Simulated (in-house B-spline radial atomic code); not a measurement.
A run on Tb⁺ (an excited or competing configuration) that did not converge. Method: scalar-relativistic (X2C) wB97X, spin-polarised, spherical fractional occupations, exact exchange averaged over the configuration, Fermi nucleus of rms radius 5.06 fm; computed with a B-spline radial code for spherical atoms.

Command:
```bash
python run_scf.py task.json out
```
Settings (nuclear radius in fm, mass in u):
```
Z                65
configuration    [Kr] 4d9 4f9 5s2 5p6 6s1 7f1
hamiltonian      x2c
method           wb97x
spin_polarised   True
nucleus          fermi
rms_radius       5.06
atomic_mass      158.92535
speed_of_light   137.035999084
exact_exchange   averaged over the configuration
```

First and last ten iterations of the last attempt (damped for 15 steps, keeping 80 % of the old Fock matrix, then DIIS):
```
 iter        energy (Eh)    residual
    1      -11647.992344    7.74e-01
    2      -11666.149324    1.31e+00
    3      -11683.947859    8.54e-01
    4      -11693.706333    5.33e-01
    5      -11698.714266    3.53e-01
    6      -11701.092949    2.53e-01
    7      -11702.186838    1.78e-01
    8      -11702.678579    1.25e-01
    9      -11702.896104    8.72e-02
   10      -11702.995704    6.21e-02
  111      -11703.113806    1.35e-04
  112      -11703.113768    1.73e-04
  113      -11703.113690    3.40e-04
  114      -11703.113517    5.52e-04
  115      -11703.113700    3.65e-04
  116      -11703.113662    4.20e-04
  117      -11703.113694    3.76e-04
  118      -11703.113763    2.69e-04
  119      -11703.113796    1.83e-04
  120      -11703.113870    6.67e-05
 not converged after 120 iterations
```

The smallest residual met was 4.4e-05; the threshold is about 6e-07. No energy from this run should be used. Time taken, with all properties: 77 s on 1 thread of Intel(R) Xeon(R) Platinum 8259CL CPU @ 2.50GHz, on a shared host.
